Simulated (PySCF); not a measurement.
PySCF input for Cl2Pb, SMILES [Cl][Pb][Cl] (connectivity only; charge and spin as stated), charge +1, multiplicity 2, TDA-M06-2X/def2-SVPD. Coordinates come from a B3LYP-D3(BJ)/def2-TZVP optimisation. The spin state was assumed, not searched. The isomer is the one that the SMILES or the coordinates give; other isomers of the formula were not compared. The def2 effective core potentials stand for the cores of Pb; spin–orbit coupling is left out.

```python
import numpy as np
from pyscf import gto, scf, dft, tdscf

mol = gto.M(
    atom='''
    Pb    0.00000000    0.00000000    0.63749919
    Cl    0.00000000   -1.36128892   -1.53749804
    Cl    0.00000000    1.36128892   -1.53749804
    ''',
    basis='def2-SVPD',
    ecp={'Pb': 'def2-svp'},
    charge=1,
    spin=1,
    max_memory=1600,
    verbose=4,
)
mf = dft.UKS(mol, xc='m06-2x').density_fit(auxbasis='def2-universal-jkfit')
mf.grids.level = 4
mf.conv_tol = 1e-9
mf.max_cycle = 100
mf.kernel()
fine, coarse = mf.grids, dft.Grids(mol).set(level=1).build(with_non0tab=True)
for _ in range(3):  # follow internal instabilities
    mf.grids = coarse
    mo, _, stable, _ = mf.stability(return_status=True, nroots=4)
    mf.grids = fine
    if stable:
        break
    mf.kernel(mf.make_rdm1(mo, mf.mo_occ))
mf.grids = dft.Grids(mol).set(level=2).build(with_non0tab=True)  # coarser grid for the response kernel
td = tdscf.TDA(mf)
td.nstates = 10
td.conv_tol = 1e-4
td.positive_eig_threshold = 1e-6
td.kernel(x0=td.get_init_guess(mf, 15))
td.analyze(verbose=3)
```

Program output:

```
PySCF version 2.14.0

[INPUT] verbose = 4
[INPUT] num. atoms = 3
[INPUT] num. electrons = 55
[INPUT] charge = 1
[INPUT] spin (= nelec alpha-beta = 2S) = 1
[INPUT] symmetry False subgroup None
[INPUT] Mole.unit = angstrom
[INPUT] Symbol           X                Y                Z      unit          X                Y                Z       unit  Magmom
[INPUT]  1 Pb     0.000000000000   0.000000000000   0.637499190000 AA    0.000000000000   0.000000000000   1.204698873732 Bohr   0.0
[INPUT]  2 Cl     0.000000000000  -1.361288920000  -1.537498040000 AA    0.000000000000  -2.572463235205  -2.905450212656 Bohr   0.0
[INPUT]  3 Cl     0.000000000000   1.361288920000  -1.537498040000 AA    0.000000000000   2.572463235205  -2.905450212656 Bohr   0.0

nuclear repulsion = 210.436713143268
number of shells = 34
number of NR pGTOs = 157
number of NR cGTOs = 86
basis = def2-SVPD
ecp = {'Pb': 'def2-svp'}


[settings echo left out]
init E= -1088.62703056781
  alpha nocc = 28  HOMO = -0.620257674837695  LUMO = -0.619255225404248
  beta  nocc = 27  HOMO = -0.678175180178656  LUMO = -0.620257674837684

WARN: HOMO -0.620257674837695 >= LUMO -0.620257674837684

cycle= 1 E= -1111.3187303508  delta_E= -22.7  |g|= 1.37  |ddm|=  9.7
  alpha nocc = 28  HOMO = -0.375374716191494  LUMO = -0.209190744009094
  beta  nocc = 27  HOMO = -0.512640885271908  LUMO = -0.32947536740766
  HOMO = -0.375374716191  LUMO = -0.329475367408  gap/eV = 1.24898
cycle= 2 E= -1111.00088269347  delta_E= 0.318  |g|= 1.55  |ddm|= 5.08
  alpha nocc = 28  HOMO = -0.438122169695582  LUMO = -0.257751416579592
  beta  nocc = 27  HOMO = -0.525270837828484  LUMO = -0.435509781666433
  HOMO = -0.438122169696  LUMO = -0.435509781666  gap/eV = 0.07109
cycle= 3 E= -1112.58809090235  delta_E= -1.59  |g|= 0.104  |ddm|= 2.38
  alpha nocc = 28  HOMO = -0.566740425650116  LUMO = -0.287747451836793
  beta  nocc = 27  HOMO = -0.580060536878664  LUMO = -0.381524703425328
  HOMO = -0.56674042565  LUMO = -0.381524703425  gap/eV = 5.03998
cycle= 4 E= -1112.59490997507  delta_E= -0.00682  |g|= 0.0498  |ddm|= 0.303
  alpha nocc = 28  HOMO = -0.557178644437947  LUMO = -0.286811347294363
  beta  nocc = 27  HOMO = -0.562996868305311  LUMO = -0.357292548193719
  HOMO = -0.557178644438  LUMO = -0.357292548194  gap/eV = 5.43918
cycle= 5 E= -1112.59649672716  delta_E= -0.00159  |g|= 0.0117  |ddm|= 0.0791
  alpha nocc = 28  HOMO = -0.560993381387413  LUMO = -0.288045944605583
  beta  nocc = 27  HOMO = -0.564013924219406  LUMO = -0.358870712003799
  HOMO = -0.560993381387  LUMO = -0.358870712004  gap/eV = 5.50004
cycle= 6 E= -1112.59662424859  delta_E= -0.000128  |g|= 0.00345  |ddm|= 0.0288
  alpha nocc = 28  HOMO = -0.561735165921662  LUMO = -0.287771727365591
  beta  nocc = 27  HOMO = -0.564410262837454  LUMO = -0.359371958174286
  HOMO = -0.561735165922  LUMO = -0.359371958174  gap/eV = 5.50658
cycle= 7 E= -1112.59663525825  delta_E= -1.1e-05  |g|= 0.00101  |ddm|= 0.0069
  alpha nocc = 28  HOMO = -0.561915066895868  LUMO = -0.287741276197379
  beta  nocc = 27  HOMO = -0.564421115778228  LUMO = -0.359233573585705
  HOMO = -0.561915066896  LUMO = -0.359233573586  gap/eV = 5.51524
cycle= 8 E= -1112.59663757915  delta_E= -2.32e-06  |g|= 0.000333  |ddm|= 0.00379
  alpha nocc = 28  HOMO = -0.561865518535944  LUMO = -0.287744186019547
  beta  nocc = 27  HOMO = -0.564354470743086  LUMO = -0.359173558747052
  HOMO = -0.561865518536  LUMO = -0.359173558747  gap/eV = 5.51553
cycle= 9 E= -1112.59663803009  delta_E= -4.51e-07  |g|= 0.000131  |ddm|= 0.00162
  alpha nocc = 28  HOMO = -0.561881577503264  LUMO = -0.287750105201703
  beta  nocc = 27  HOMO = -0.564361170601982  LUMO = -0.35918808715715
  HOMO = -0.561881577503  LUMO = -0.359188087157  gap/eV = 5.51557
cycle= 10 E= -1112.59663813538  delta_E= -1.05e-07  |g|= 5.74e-05  |ddm|= 0.000825
  alpha nocc = 28  HOMO = -0.561879654435886  LUMO = -0.287743485916826
  beta  nocc = 27  HOMO = -0.564358840254067  LUMO = -0.359186762885827
  HOMO = -0.561879654436  LUMO = -0.359186762886  gap/eV = 5.51555
cycle= 11 E= -1112.59663815824  delta_E= -2.29e-08  |g|= 3.09e-05  |ddm|= 0.000406
  alpha nocc = 28  HOMO = -0.561881675685752  LUMO = -0.287746986815478
  beta  nocc = 27  HOMO = -0.564360646597558  LUMO = -0.359188416534643
  HOMO = -0.561881675686  LUMO = -0.359188416535  gap/eV = 5.51556
cycle= 12 E= -1112.59663816275  delta_E= -4.5e-09  |g|= 5.99e-06  |ddm|= 0.000224
  alpha nocc = 28  HOMO = -0.561881958375121  LUMO = -0.287747177963858
  beta  nocc = 27  HOMO = -0.564360820971149  LUMO = -0.359188276338372
  HOMO = -0.561881958375  LUMO = -0.359188276338  gap/eV = 5.51558
cycle= 13 E= -1112.59663816293  delta_E= -1.78e-10  |g|= 1.13e-06  |ddm|= 4.49e-05
  alpha nocc = 28  HOMO = -0.561881637894111  LUMO = -0.287747108608603
  beta  nocc = 27  HOMO = -0.564360595914758  LUMO = -0.359188007771365
  HOMO = -0.561881637894  LUMO = -0.359188007771  gap/eV = 5.51557
Extra cycle  E= -1112.59663816293  delta_E= -9.09e-13  |g|= 5.71e-07  |ddm|= 3.44e-06
converged SCF energy = -1112.59663816293  <S^2> = 0.7572199  2S+1 = 2.0072069
tot grids = 21296
uhf_internal: lowest eigs of H = [0.09562929 0.15971569 0.17168257 0.17508113]
<class 'pyscf.df.df_jk.DFUKS'> wavefunction is stable in the internal stability analysis
tot grids = 38472
Overwritten attributes  positive_eig_threshold  of <class 'pyscf.tdscf.uks.TDA'>


******** <class 'pyscf.tdscf.uks.TDA'> for <class 'pyscf.df.df_jk.DFUKS'> ********
nstates = 10
deg_eia_thresh = 1.000e-03
wfnsym = None
conv_tol = 0.0001
eigh lindep = 1e-12
eigh level_shift = 0
eigh max_cycle = 100


Excitation energies (eV)
[1.11836904 2.09827529 2.16621777 2.20309774 3.61907079 4.60713883
 4.65471588 4.75486024 5.24713175 5.31859333]

** Excitation energies and oscillator strengths **
Excited State   1:      1.11837 eV   1108.62 nm  f=0.0001
Excited State   2:      2.09828 eV    590.89 nm  f=0.0078
Excited State   3:      2.16622 eV    572.35 nm  f=0.0000
Excited State   4:      2.20310 eV    562.77 nm  f=0.0001
Excited State   5:      3.61907 eV    342.59 nm  f=0.1154
Excited State   6:      4.60714 eV    269.11 nm  f=0.0003
Excited State   7:      4.65472 eV    266.36 nm  f=0.0000
Excited State   8:      4.75486 eV    260.75 nm  f=0.0048
Excited State   9:      5.24713 eV    236.29 nm  f=0.0061
Excited State  10:      5.31859 eV    233.11 nm  f=0.0181
```

Self-consistency was reached.

Cost: about 3 core-minutes (a rough figure).
